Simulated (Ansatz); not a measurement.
Basis sets compared for BAs₂. Charge 0, multiplicity 2. Geometry PBE-D4/def2-TZVP. Ansatz on 4 threads of Arm Neoverse V1 on a shared host; times are rough, and most runs start from earlier orbitals.

```xyz
3

B     0.3359    0.5304   -0.4223
As   -1.2633    0.6584    0.4999
As    0.9273   -1.1888   -0.0776
```

The structure comes from a short search, and lower isomers may exist.

Binding counts from free atoms (B doublet, As quartet) in the same basis, without a counterpoise term.

```json
{"level": "PBE-D4/def2-SVP", "functions": "78", "energy (Eh)": "-4495.2609", "HOMO (eV)": "-4.83", "LUMO (eV)": "-3.92", "binding per atom (eV)": "2.63", "wall time": "1.7 s"}
{"level": "PBE-D4/def2-TZVP", "functions": "127", "energy (Eh)": "-4495.8388", "HOMO (eV)": "-4.89", "LUMO (eV)": "-3.98", "binding per atom (eV)": "2.61", "wall time": "2 s"}
{"level": "r2SCAN-D4/def2-TZVP (with forces)", "functions": "127", "energy (Eh)": "-4496.5039", "HOMO (eV)": "-5.26", "LUMO (eV)": "-3.80", "binding per atom (eV)": "2.43", "wall time": "6.5 s"}
{"level": "PBE0-D4/def2-SVP", "functions": "78", "energy (Eh)": "-4495.3824", "HOMO (eV)": "-5.93", "LUMO (eV)": "-3.15", "binding per atom (eV)": "2.40", "wall time": "2.1 s"}
{"level": "PBE0-D4/def2-TZVP", "functions": "127", "energy (Eh)": "-4495.9595", "HOMO (eV)": "-5.95", "LUMO (eV)": "-3.19", "binding per atom (eV)": "2.39", "wall time": "6 s"}
```

Q: Estimate the rows for PBE-D4/def2-TZVPD, r2SCAN-D4/def2-TZVPD, PBE0-D4/def2-TZVPD.

A: 
```
               level  functions  energy (Eh)  HOMO (eV)  LUMO (eV)  binding per atom (eV)  wall time
   PBE-D4/def2-TZVPD        145   -4495.8396      -4.93      -4.02                   2.62      3.3 s
r2SCAN-D4/def2-TZVPD        145   -4496.5045      -5.27      -3.82                   2.44        8 s
  PBE0-D4/def2-TZVPD        145   -4495.9602      -5.97      -3.23                   2.39      4.6 s
```
